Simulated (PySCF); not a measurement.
From computed data to an observable: oscillator strength and radiative lifetime

C2H7FSn, SMILES [CH3][SnH]([CH3])[F].

Geometry: B3LYP-D3(BJ)/def2-SVP. The def2 effective core potentials stand for the cores of Sn; spin–orbit coupling is left out.

TDA-ωB97X/def2-SVPD (PySCF 2.14.0) puts the first singlet state with f over 0.02 at 8.05 eV (vertical), with the transition dipole (0.000, 0.000, -1.423) in atomic units.

Find the oscillator strength, the wavelength and the radiative lifetime that this transition would have in vacuum if emission retraced absorption.


|μ|² = 2.0249 au, so |μ| = 3.62 D. ΔE = 8.05/27.211 = 0.2958 hartree. f = (2/3) ΔE |μ|² = 0.399 (the program prints 0.400).
λ = 1239.84/8.05 = 154 nm; ν = 64928 cm⁻¹.
Einstein's coefficient A = 0.6670 ν² f s⁻¹ (ν in cm⁻¹) = 1.1e9 s⁻¹, so τ = 1/A = 0.89 ns. This state is S3; the lower singlets have f = 0.000, 0.005. The figure is the radiative limit of this one transition; relaxation, internal conversion, crossing to triplets and a medium change what is measured.
